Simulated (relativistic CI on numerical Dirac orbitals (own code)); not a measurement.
A reference radial Dirac CI calculation of Sn I gave the lowest total energy -6168.76536 Ha in 23 SCF steps, from this input:

```
atom Sn  Z=50  charge=0  electrons=50
nucleus A=120  rms_radius_fm=4.6519
hamiltonian dirac-coulomb  breit=on  qed=on  c_scale=1
orbitals kli  potential=per-configuration
slater_scale 1
correlation none
mixing on
grid step=0.0125 r_max=201.2
scf mixing=0.4 start=green max_iterations=150 tolerance=2e-08 node_fill=0.05
configurations
  [Kr] 4d10 5s2 5p2
  [Kr] 4d10 5s2 5p 5d
end
```

One setting was then changed (and the iteration limit cut to 98), and the output read:

```
SCF 1: [Kr] 4d10 5s2 5p2
 iter      energy (Ha)   residual   last orbital (Ha)
    1     -6173.415140   9.08e-01     -0.24261
    2     -6175.741262   3.68e-01     -0.20837
    3     -6176.050811   1.56e-01     -0.22185
    4     -6176.104209   1.88e-02     -0.23566
    5     -6176.104547   2.66e-03     -0.23552
    6     -6176.104946   2.75e-03     -0.23728
    7     -6176.104747   9.15e-05     -0.23690
    8     -6176.104751   9.37e-06     -0.23689
    9     -6176.104751   6.77e-06     -0.23689
   10     -6176.104751   6.07e-08     -0.23689
   11     -6176.104751   1.83e-08     -0.23689
SCF 2: [Kr] 4d10 5s2 5p 5d
 iter      energy (Ha)   residual   last orbital (Ha)
    1     -6173.329354   8.93e-01     -0.05847
    2     -6175.561734   3.69e-01     -0.05771
    3     -6175.880127   1.49e-01     -0.05852
    4     -6175.927711   2.49e-02     -0.05857
    5     -6175.928231   3.14e-03     -0.05799
    6     -6175.928405   8.15e-04     -0.05799
    7     -6175.928321   3.08e-04     -0.05796
    8     -6175.928354   1.75e-05     -0.05794
    9     -6175.928355   4.56e-05     -0.05793
   10     -6175.928357   8.89e-07     -0.05794
   11     -6175.928357   2.01e-08     -0.05794
   12     -6175.928357   1.20e-08     -0.05794
orbital energies (Ha): 4s -5.0178  4p1/2 -3.5878  4p3/2 -3.3148  4d3/2 -1.0800  4d5/2 -1.0425  5s -0.4862  5p1/2 -0.2521  5p3/2 -0.2369
configuration averages (Ha): Dirac-Coulomb, Breit, QED
  5p2                          -6176.104751    4.419872    2.948754
  5p 5d                        -6175.928357    4.419698    2.948842
levels: no., configuration, term, J, E (cm-1), weight
   1 5p2                    1S   0                0.0  0.97
   2 5p2                    1D   2            11514.3  0.97
   3 5p2                    3P   0            17783.2  0.97
   4 5p2                    3P   1            18207.9  1.00
   5 5p2                    3P   2            20629.5  0.97
   6 5p 5d                  1P*  1            49885.6  0.67
   7 5p 5d                  1F*  3            50129.9  0.75
   8 5p 5d                  3P*  2            51207.7  0.62
   9 5p 5d                  3F*  2            52546.1  0.74
  10 5p 5d                  3P*  1            54025.9  0.36
  11 5p 5d                  3D*  3            54613.3  0.51
  12 5p 5d                  3P*  0            54963.9  1.00
  13 5p 5d                  3P*  1            55237.1  0.53
  14 5p 5d                  3D*  2            55572.6  0.57
lowest total energy -6168.806938 Ha
end: converged
```

(1) Which setting was changed?
A. configuration list
B. Slater scale
C. charge
D. Breit term

Results:

(1) B. The Slater scale -1. This setting is bad on purpose; its numbers may not be properties of the ion.
